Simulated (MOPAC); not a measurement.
Input file for MOPAC: PM6 on NaSi+, 2S+1 = 3, a spin state set in the input, which need not be the lowest, a point of a bond scan (R = 3.237 Å). Charge +1.

```
PM6 1SCF PRECISE CHARGE=1 UHF MS=1 THREADS=1
NaSi

Na     0.00000000 1     0.00000000 1     0.00000000 1
Si     0.00000000 1     0.00000000 1     3.23739300 1
```

It printed:

```
*******************************************************************************
 **                                                                           **
 **                              MOPAC v23.2.5                                **
 **                                                                           **
 *******************************************************************************
 ** MOPAC's Digital Object Identifier: https://doi.org/10.5281/zenodo.6511958 **
 **                                                                           **
 ** Please cite the open-source release paper for use of this MOPAC version:  **
 ** J. E. Moussa and J. J. P. Stewart (2026)                                  **
 ** MOPAC: An open-source semiempirical molecular orbital program             **
 ** J. Open Source Softw., 11(119), 8025, https://doi.org/10.21105/joss.08025 **
 *******************************************************************************

                              PM6 CALCULATION RESULTS

 *******************************************************************************
 *  PM6        - The PM6 Hamiltonian to be used
 *  UHF        - UNRESTRICTED HARTREE-FOCK CALCULATION
 *
 *
 *
 *                 CHARGE ON SYSTEM = +1
 *
 *
 *
 *  MS=        - IN MECI, MAGNETIC COMPONENT OF SPIN =  1.0
 *  PRECISE    - TIGHTER CRITERIA TO BE USED
 *  1SCF       - DO 1 SCF AND THEN STOP
 *  THREADS=1  - MULTI-THREADING NOT USED
 *  T=         - A TIME OF 172800.0 SECONDS REQUESTED
 *  DUMP=N     - RESTART FILE WRITTEN EVERY 7200.0 SECONDS REQUESTED
 *******************************************************************************
PM6 1SCF PRECISE CHARGE=1 UHF MS=1 THREADS=1
 NaSi

   ATOM   CHEMICAL          X               Y               Z
  NUMBER   SYMBOL      (ANGSTROMS)     (ANGSTROMS)     (ANGSTROMS)

     1      Na          0.00000000  *   0.00000000  *   0.00000000  *
     2      Si          0.00000000  *   0.00000000  *   3.23739300  *



          CARTESIAN COORDINATES

    NO.       ATOM           X           Y           Z

     1        Na          0.0000      0.0000      0.0000
     2        Si          0.0000      0.0000      3.2374

 General Reference for PM6:
 "Optimization of Parameters for Semiempirical Methods V: Modification of NDDO Approximations
 and Application to 70 Elements", J. J. P. Stewart, J. Mol. Mod., 13, 1173-1213 (2007)
 URL: https://link.springer.com/article/10.1007/s00894-007-0233-4

           Empirical Formula: Na Si  =     2 atoms



      MOLECULAR POINT GROUP   :   C*v


          UHF CALCULATION, NO. OF ALPHA ELECTRONS =    3
                           NO. OF BETA  ELECTRONS =    1

 -------------------------------------------------------------------------------
 PM6 1SCF PRECISE CHARGE=1 UHF MS=1 THREADS=1
 NaSi



     1SCF WAS SPECIFIED, SO BFGS WAS NOT USED
     SCF FIELD WAS ACHIEVED


                              PM6 CALCULATION
                                                       MOPAC v23.2.5 Linux




          FINAL HEAT OF FORMATION =        228.03461 KCAL/MOL =     954.09681 KJ/MOL


          COSMO AREA              =        132.66 SQUARE ANGSTROMS
          COSMO VOLUME            =        129.96 CUBIC ANGSTROMS

          IONIZATION POTENTIAL    =         10.329785 EV
          ALPHA SOMO LUMO (EV)    =        -10.330 -5.760
          BETA  SOMO LUMO (EV)    =        -15.548 -5.320
          NO. OF ALPHA ELECTRONS  =          3
          NO. OF BETA  ELECTRONS  =          1
          MOLECULAR WEIGHT        =         51.0753         POINT GROUP:  C*v

          MOLECULAR DIMENSIONS (Angstroms)

            Atom       Atom       Distance
           Si     2   Na     1     3.23739
           Si     2   Na     1     0.00000
           Na     1   Si     2     0.00000


          SCF CALCULATIONS        =          1





   ATOM   CHEMICAL          X               Y               Z
  NUMBER   SYMBOL      (ANGSTROMS)     (ANGSTROMS)     (ANGSTROMS)

     1      Na          0.00000000  *   0.00000000  *   0.00000000  *
     2      Si          0.00000000  *   0.00000000  *   3.23739300  *

                             CARTESIAN COORDINATES

   1   Na        0.000000000     0.000000000     0.000000000
   2   Si        0.000000000     0.000000000     3.237393000


           Empirical Formula: Na Si  =     2 atoms



      MOLECULAR POINT GROUP   :   C*v


          ALPHA EIGENVALUES
 -18.29925 -10.51392 -10.32979  -5.75997  -4.15103  -2.07676  -1.72914  -1.72443
  -1.11784  -1.11103  -1.10991  -1.10087  -1.09588


           BETA EIGENVALUES
 -15.54767  -5.31979  -5.10421  -4.90497  -4.09319  -2.03731  -1.71058  -1.69121
  -0.82323  -0.74322  -0.71381  -0.44133  -0.43581


              NET ATOMIC CHARGES AND DIPOLE CONTRIBUTIONS

  ATOM NO.   TYPE          CHARGE      No. of ELECS.   s-Pop       p-Pop       d-Pop
    1         Na           0.925155        0.0748     0.04237     0.03247
    2         Si           0.074845        3.9252     1.93500     1.98223     0.00793
 DIPOLE           X         Y         Z       TOTAL
 POINT-CHG.     0.000     0.000    -7.387     7.387
 HYBRID         0.000     0.000     0.400     0.400
 SUM            0.000     0.000    -6.987     6.987


          ATOMIC ORBITAL ELECTRON POPULATIONS

     Atom    s        px        py        pz      x^2-y^2     xz        z^2       yz        xy
    1 Na   0.04237   0.00079   0.00000   0.03169
    2 Si   1.93500   0.99609   0.00000   0.98614   0.00005   0.00312   0.00475   0.00000   0.00000


                    (SZ)    =    1.000000
                    (S**2)  =    2.001602


          ATOMIC ORBITAL SPIN POPULATIONS

    Atom   Total    s     px     py     pz   x^2-y^2  xz     z^2    yz     xy
         Atomic
    1 Na -0.0011 -0.000  0.001  0.000 -0.002
    2 Si  2.0011  0.022  0.996  0.000  0.975  0.000  0.003  0.005  0.000  0.000

 **********************
 *                    *
 * JOB ENDED NORMALLY *
 *                    *
 **********************




 == MOPAC DONE ==
```

The run finished.

Cost: around 0.020 core-seconds (rough).
